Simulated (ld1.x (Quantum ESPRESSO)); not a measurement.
# O RRKJ: all-electron and pseudo phase curves

```json
{
 "Element": "oxygen (O)",
 "Generator": "ld1.x (Quantum ESPRESSO) 7.5",
 "Type": "norm-conserving RRKJ (Kleinman–Bylander form)",
 "Functional": "LDA (PZ)",
 "Relativity": "scalar-relativistic",
 "Frozen core": "[He]",
 "Valence charge": "6",
 "Reference configuration": "2s2 2p3 (charge +1)",
 "Partial waves": "2p (bound): rc 1.35 bohr; 2s (bound): rc 0.70 bohr",
 "Local potential": "the s channel",
 "Core correction": "none",
 "rho0": "0.01"
}
```

The phase is arctan(r·u′/u) with u = r·R(r), unwrapped; energies in Ry, scanned from -5 to 5 Ry. A pole is an energy at which the radial function vanishes at the test radius. The pseudo phase is shifted by a multiple of π to meet the all-electron one at the reference energy, and phase errors are pseudo minus all-electron; the curves can meet again beyond the range given. Levels narrower than the energy grid can be missing from the lists of poles.

```
channel  radius (bohr)  reference energy (Ry)  poles, all-electron  poles, pseudo  unbroken range about the reference energy with phases within 0.05 rad  phase error 1 Ry above the reference energy (rad)
      s           1.50                  -2.90                -1.09          -1.10                                                        the whole range                                             -0.000
      p           1.50                  -1.81                -0.31          -0.29                                                              below 3.5                                             +0.002
```

Phases in the s channel:

```json
{"E (Ry)": "-5.00", "all-electron": "0.980", "pseudo": "0.979"}
{"E (Ry)": "-4.48", "all-electron": "0.802", "pseudo": "0.802"}
{"E (Ry)": "-3.96", "all-electron": "0.430", "pseudo": "0.430"}
{"E (Ry)": "-3.44", "all-electron": "-0.303", "pseudo": "-0.304"}
{"E (Ry)": "-2.92", "all-electron": "-0.966", "pseudo": "-0.966"}
{"E (Ry)": "-2.40", "all-electron": "-1.282", "pseudo": "-1.282"}
{"E (Ry)": "-1.88", "all-electron": "-1.440", "pseudo": "-1.441"}
{"E (Ry)": "-1.36", "all-electron": "-1.535", "pseudo": "-1.536"}
{"E (Ry)": "-0.84", "all-electron": "-1.600", "pseudo": "-1.601"}
{"E (Ry)": "-0.32", "all-electron": "-1.650", "pseudo": "-1.651"}
{"E (Ry)": "0.20", "all-electron": "-1.691", "pseudo": "-1.692"}
{"E (Ry)": "0.72", "all-electron": "-1.728", "pseudo": "-1.730"}
{"E (Ry)": "1.24", "all-electron": "-1.765", "pseudo": "-1.767"}
{"E (Ry)": "1.76", "all-electron": "-1.801", "pseudo": "-1.804"}
{"E (Ry)": "2.28", "all-electron": "-1.841", "pseudo": "-1.845"}
{"E (Ry)": "2.80", "all-electron": "-1.886", "pseudo": "-1.892"}
{"E (Ry)": "3.32", "all-electron": "-1.939", "pseudo": "-1.948"}
{"E (Ry)": "3.84", "all-electron": "-2.006", "pseudo": "-2.018"}
{"E (Ry)": "4.36", "all-electron": "-2.093", "pseudo": "-2.113"}
{"E (Ry)": "4.88", "all-electron": "-2.214", "pseudo": "-2.246"}
```
